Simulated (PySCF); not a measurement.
# Excitation energy of Ba by level of theory

Ba [Xe] 6s2 (1S) → Ba [Xe] 6s1 6p1 (3P), as a difference of total energies. All numbers are calculated (PySCF 2.14, the spin-free X2C one-electron Hamiltonian (Gaussian nucleus), in aug-cc-pwCVTZ-X2C with one added diffuse shell each of s, p, d, f type (12s11p9d5f, 125 functions)). Correlated levels: valence: [Xe] frozen; valence and next inner shell: [Kr] 4d10 frozen. The calculations carry no spin-orbit coupling.

**Question.** Order these methods by the excitation energy they give, lowest first.
A. MP2 (valence and next inner shell)
B. SCS-MP2 (valence and next inner shell)
C. r2SCANh
D. SCS-MP2 (valence)

**Answer.** C (10378 cm⁻¹), D (10839 cm⁻¹), A (12852 cm⁻¹), B (13203 cm⁻¹).

Errors of the correlated levels include the incompleteness of this basis and the frozen core.

For comparison: 13083 cm⁻¹ (measured; NIST levels, between the centres of gravity of the two terms).
